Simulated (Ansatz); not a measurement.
All numbers were calculated with Ansatz.

A structure relaxed at PBE0-D4/def2-TZVP, charge 0, multiplicity 1:

Cartesian coordinates in Å:
```
C 1.5370 -0.8438 -0.5655
N 0.1412 -0.9212 -0.9195
Ga -1.2596 0.0163 -0.2297
C -0.9165 1.3288 1.1884
H 2.1683 -0.5381 -1.4096
H 1.9287 -1.7977 -0.1895
H 1.6816 -0.1046 0.2258
H -0.0419 -1.5927 -1.6483
H -2.6511 -0.3281 -0.8614
H 0.1339 1.3562 1.4812
H -1.2066 2.3283 0.8556
H -1.5151 1.0965 2.0724
```

Give its formula and SMILES.

C2H8GaN, `C[NH][GaH][CH3]`.

Point group (tolerance 0.08 Å, 0.16 Å for H)?

Cs.

Summarise the bond lengths by kind.

1 × C–N 1.442 Å; 6 × C–H 1.091 to 1.098 Å; 1 × Ga–N 1.821 Å; 1 × H–N 1.008 Å; 1 × C–Ga 1.962 Å; 1 × Ga–H 1.566 Å.
